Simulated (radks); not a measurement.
Results of a calculation; reference values are marked as such.
Removal energies from neutral cadmium, [Kr] 4d10 5s2, by Delta-SCF beside the eigenvalue of the level emptied. Code: a radial shooting solver on a logarithmic mesh with Libxc functionals. Model: scalar-relativistic Kohn-Sham, r2SCAN, spin-polarised, spherical densities, finite nucleus; meta-GGA in the generalised Kohn-Sham scheme; Fermi nuclear charge, rms radius of each element as measured or else 0.836 A^(1/3) + 0.57 fm. Open shells are filled with parallel spins first.

removed from,final configuration,Delta-SCF (eV),-eigenvalue (eV)
5s,[Kr] 4d10 5s1,8.856,5.849
4d,[Kr] 4d9 5s2,18.227,12.195
4p,[Ar] 3d10 4s2 4p5 4d10 5s2,75.966,69.057
4s,[Ar] 3d10 4s1 4p6 4d10 5s2,116.05,108.92
